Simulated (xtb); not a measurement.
Cd(Br)(SeH) (BrCdHSe), SMILES [SeH][Cd][Br]. All values are semi-empirical tight-binding results from xtb (GFN2-xTB unless named), good for trends rather than for accurate numbers. Coordinates come from a GFN2-xTB optimisation. Other conformers were not sampled.

For metal compounds this method's bond lengths and energies can be far off.

```
Quantity                                        Value
-------------------------------------  --------------
orbital gap                                   2.98 eV
zero-point energy                        4.5 kcal/mol
G − E(el) at 298.15 K (modified RRHO)  -16.3 kcal/mol
```
